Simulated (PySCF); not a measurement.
PySCF input (HF/def2-TZVPD):

```python
from pyscf import gto, scf, dft

mol = gto.M(
    atom='''
    B    -0.00000000   -0.00000000   -1.23654853
    Cl    0.00000000    0.00000000    0.36369074
    ''',
    basis='def2-tzvpd',
    charge=1,
    spin=1,
    symmetry='C2v',
    verbose=4,
)

mf = scf.UHF(mol).density_fit(auxbasis='def2-universal-jkfit')
mf.conv_tol = 1e-9
mf.max_cycle = 100
mf.max_memory = 1500
mf.kernel()
if not mf.converged:
    mf = mf.newton()
    mf.kernel(mf.make_rdm1())
mf.analyze()
```

End of the output:

```
Extra cycle  E= -483.82780792086  delta_E= -1.72e-11  |g|= 2.07e-06  |ddm|= 6.32e-06
converged SCF energy = -483.82780792086  <S^2> = 0.7615411  2S+1 = 2.011508
**** SCF Summaries ****
Total Energy =                        -483.827807920859925
Nuclear Repulsion Energy =              28.108335904167632
One-electron Energy =                 -716.422635013713943
Two-electron Energy =                  204.486491188686358
Two-electron Coulomb Energy =          235.664662960482048
DFT Exchange-Correlation Energy =      -31.178171771795689
HOMO-LUMO gap [eV] =                    14.385780476695381
Wave-function symmetry = A1
alpha occupancy for each irrep:     A1   A2   B1   B2
                                     7    0    2    2
beta  occupancy for each irrep:     A1   A2   B1   B2
                                     6    0    2    2
**** MO energy ****
alpha MO #1 (A1 #1), energy= -105.179719170323 occ= 1
alpha MO #2 (A1 #2), energy= -10.9074229099421 occ= 1
alpha MO #3 (A1 #3), energy= -8.3760104873355 occ= 1
alpha MO #4 (B1 #1), energy= -8.37097509740943 occ= 1
alpha MO #5 (B2 #1), energy= -8.37097509740943 occ= 1
alpha MO #6 (A1 #4), energy= -8.09914814990103 occ= 1
alpha MO #7 (A1 #5), energy= -1.46646396241524 occ= 1
alpha MO #8 (A1 #6), energy= -0.977259292887844 occ= 1
alpha MO #9 (B1 #2), energy= -0.803533125332709 occ= 1
alpha MO #10 (B2 #2), energy= -0.803533125332713 occ= 1
alpha MO #11 (A1 #7), energy= -0.800720756726363 occ= 1
alpha MO #12 (B1 #3), energy= -0.230572342230177 occ= 0
alpha MO #13 (B2 #3), energy= -0.230572342230175 occ= 0
alpha MO #14 (A1 #8), energy= -0.105287610485266 occ= 0
alpha MO #15 (A1 #9), energy= -0.0719642120779689 occ= 0
alpha MO #16 (B1 #4), energy= -0.064600250573049 occ= 0
alpha MO #17 (B2 #4), energy= -0.0646002505730507 occ= 0
alpha MO #18 (A1 #10), energy= -0.031546837776755 occ= 0
alpha MO #19 (A1 #11), energy= -0.0111874185357105 occ= 0
alpha MO #20 (A2 #1), energy= -0.0111874185357335 occ= 0
alpha MO #21 (B1 #5), energy= 0.0312226282512622 occ= 0
alpha MO #22 (B2 #5), energy= 0.0312226282512622 occ= 0
alpha MO #23 (A1 #12), energy= 0.0321929845991065 occ= 0
alpha MO #24 (A1 #13), energy= 0.076861229935458 occ= 0
alpha MO #25 (B1 #6), energy= 0.0985567058490933 occ= 0
alpha MO #26 (B2 #6), energy= 0.0985567058490933 occ= 0
alpha MO #27 (A1 #14), energy= 0.0987154518878368 occ= 0
alpha MO #28 (A1 #15), energy= 0.119867508447287 occ= 0
alpha MO #29 (A2 #2), energy= 0.119867508447248 occ= 0
alpha MO #30 (A1 #16), energy= 0.146385592039877 occ= 0
alpha MO #31 (B1 #7), energy= 0.152679604535948 occ= 0
alpha MO #32 (B2 #7), energy= 0.152679604535948 occ= 0
alpha MO #33 (A1 #17), energy= 0.294654370699146 occ= 0
alpha MO #34 (A1 #18), energy= 0.366598278094326 occ= 0
alpha MO #35 (A2 #3), energy= 0.366598278094352 occ= 0
alpha MO #36 (B1 #8), energy= 0.411346897979122 occ= 0
alpha MO #37 (B2 #8), energy= 0.411346897979115 occ= 0
alpha MO #38 (A1 #19), energy= 0.434111165379772 occ= 0
alpha MO #39 (B1 #9), energy= 0.525030779412509 occ= 0
alpha MO #40 (B2 #9), energy= 0.525030779412525 occ= 0
alpha MO #41 (A1 #20), energy= 0.566096619246544 occ= 0
alpha MO #42 (A2 #4), energy= 0.566096619246513 occ= 0
alpha MO #43 (A1 #21), energy= 0.611307930645879 occ= 0
alpha MO #44 (B1 #10), energy= 0.680403416677835 occ= 0
alpha MO #45 (B2 #10), energy= 0.680403416677832 occ= 0
alpha MO #46 (A1 #22), energy= 0.755139876214074 occ= 0
alpha MO #47 (A1 #23), energy= 0.815028079140294 occ= 0
alpha MO #48 (B1 #11), energy= 0.894351705781299 occ= 0
alpha MO #49 (B2 #11), energy= 0.894351705781293 occ= 0
alpha MO #50 (A1 #24), energy= 1.1023506751037 occ= 0
alpha MO #51 (A1 #25), energy= 1.1940462913941 occ= 0
alpha MO #52 (A1 #26), energy= 1.5534502881597 occ= 0
alpha MO #53 (A2 #5), energy= 1.55345028815971 occ= 0
alpha MO #54 (B1 #12), energy= 1.56622817845449 occ= 0
alpha MO #55 (B2 #12), energy= 1.56622817845451 occ= 0
alpha MO #56 (B1 #13), energy= 1.70437669629636 occ= 0
alpha MO #57 (B2 #13), energy= 1.70437669629636 occ= 0
alpha MO #58 (A1 #27), energy= 1.77438474113977 occ= 0
alpha MO #59 (A2 #6), energy= 1.77438474113975 occ= 0
alpha MO #60 (A1 #28), energy= 1.85230221987872 occ= 0
alpha MO #61 (B1 #14), energy= 1.90083014095758 occ= 0
alpha MO #62 (B2 #14), energy= 1.90083014095758 occ= 0
alpha MO #63 (A1 #29), energy= 1.96983485001324 occ= 0
alpha MO #64 (A2 #7), energy= 1.96983485001325 occ= 0
alpha MO #65 (A1 #30), energy= 2.02258732825239 occ= 0
alpha MO #66 (B1 #15), energy= 2.10315149825351 occ= 0
alpha MO #67 (B2 #15), energy= 2.1031514982535 occ= 0
alpha MO #68 (B1 #16), energy= 2.11576160205253 occ= 0
alpha MO #69 (B2 #16), energy= 2.11576160205253 occ= 0
alpha MO #70 (B1 #17), energy= 2.40998732323713 occ= 0
alpha MO #71 (B2 #17), energy= 2.40998732323714 occ= 0
alpha MO #72 (A1 #31), energy= 2.41264876339874 occ= 0
alpha MO #73 (A2 #8), energy= 2.41264876339875 occ= 0
alpha MO #74 (A1 #32), energy= 2.51595566659884 occ= 0
alpha MO #75 (A1 #33), energy= 2.73271171479226 occ= 0
alpha MO #76 (B1 #18), energy= 3.06755320232169 occ= 0
alpha MO #77 (B2 #18), energy= 3.06755320232167 occ= 0
alpha MO #78 (A1 #34), energy= 3.43705926493606 occ= 0
alpha MO #79 (B1 #19), energy= 11.3068284585013 occ= 0
alpha MO #80 (B2 #19), energy= 11.3068284585013 occ= 0
alpha MO #81 (A1 #35), energy= 11.6865547681126 occ= 0
alpha MO #82 (A1 #36), energy= 14.251053298403 occ= 0
alpha MO #83 (A1 #37), energy= 25.9612744085101 occ= 0
beta  MO #1 (A1 #1), energy= -105.179922771998 occ= 1
beta  MO #2 (A1 #2), energy= -10.9075199123403 occ= 1
beta  MO #3 (B1 #1), energy= -8.37362108574112 occ= 1
beta  MO #4 (B2 #1), energy= -8.37362108574111 occ= 1
beta  MO #5 (A1 #3), energy= -8.37166766398791 occ= 1
beta  MO #6 (A1 #4), energy= -8.06386814734885 occ= 1
beta  MO #7 (A1 #5), energy= -1.45913139383279 occ= 1
beta  MO #8 (A1 #6), energy= -0.947095955888106 occ= 1
beta  MO #9 (B1 #2), energy= -0.808714019762466 occ= 1
beta  MO #10 (B2 #2), energy= -0.808714019762462 occ= 1
beta  MO #11 (A1 #7), energy= -0.272053070849502 occ= 0
beta  MO #12 (B1 #3), energy= -0.174307169210657 occ= 0
beta  MO #13 (B2 #3), energy= -0.174307169210651 occ= 0
beta  MO #14 (A1 #8), energy= -0.0903662385621111 occ= 0
beta  MO #15 (A1 #9), energy= -0.0679880058030505 occ= 0
beta  MO #16 (B1 #4), energy= -0.0630372316554162 occ= 0
beta  MO #17 (B2 #4), energy= -0.0630372316554162 occ= 0
beta  MO #18 (A1 #10), energy= -0.0252679865432547 occ= 0
beta  MO #19 (A1 #11), energy= -0.00878927492629435 occ= 0
[...]
```
